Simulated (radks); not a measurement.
Values are calculated unless marked as measured or tabulated.
Charge is removed step by step from the 5p level of Pm+, starting from [Xe] 4f5 6s1. Code: a radial shooting solver on a logarithmic mesh with Libxc functionals. Model: scalar-relativistic Kohn-Sham, PBEsol, spin-unpolarised, spherical densities, point nucleus.

removed (e),E - E(0) (eV),eigenvalue (eV),E minus straight line (eV)
0,0.000,-28.752,0.000
0.1,2.926,-29.823,-0.499
0.2,5.960,-30.908,-0.891
0.3,9.103,-32.005,-1.174
0.4,12.357,-33.115,-1.346
0.5,15.721,-34.236,-1.407
0.6,19.199,-35.368,-1.355
0.7,22.790,-36.510,-1.189
0.8,26.496,-37.663,-0.909
0.9,30.318,-38.824,-0.513
1,34.256,-39.995,0.000

Removing the whole electron costs 34.256 eV by Delta-SCF, against 28.752 eV from minus the eigenvalue at the starting occupation. Slater's transition state (half an electron removed) gives 34.236 eV. Integrating minus the eigenvalue over the occupation (Janak's theorem) gives 34.282 eV. In this scalar-relativistic scheme the density is built from large components alone, so the theorem holds only approximately. The mean slope of the eigenvalue, de/dn, is 11.2 eV per electron.
